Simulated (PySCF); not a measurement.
CH₈O₃Si₂, SMILES CO[Si@@H](O)[SiH2]O.

Geometry: PBE0-D3(BJ)/def2-SVP. The structure was generated by enumeration; whether it is a known compound was not checked. Other conformers were not sampled.

Level of theory: TDA-ωB97X/def2-SVPD run with PySCF.

Vertical excitations. Isolated molecule, no solvent.

Computed lowest excited states:
| state | energy (eV) | λ (nm) | f | main pairs |
|---|---|---|---|---|
| S1 | 6.48 | 191 | 0.022 | HOMO→LUMO 91 % |
| S2 | 6.88 | 180 | 0.042 | HOMO→LUMO+1 80 % |
| S3 | 7.17 | 173 | 0.001 | HOMO−1→LUMO 80 % |
| S4 | 7.87 | 157 | 0.006 | HOMO−2→LUMO 56 %, HOMO−2→LUMO+1 12 % |
| S5 | 8.04 | 154 | 0.033 | HOMO→LUMO+2 41 %, HOMO−1→LUMO+1 20 %, HOMO−3→LUMO+1 12 % |
| S6 | 8.18 | 152 | 0.032 | HOMO−1→LUMO+1 42 %, HOMO→LUMO+2 19 %, HOMO−1→LUMO+2 7 % |
| T1 | 5.78 | 214 | 0 | HOMO→LUMO 88 % |
| T2 | 5.97 | 208 | 0 | HOMO→LUMO+1 71 %, HOMO→LUMO+2 15 % |
Triplets are in the Tamm–Dancoff approximation.
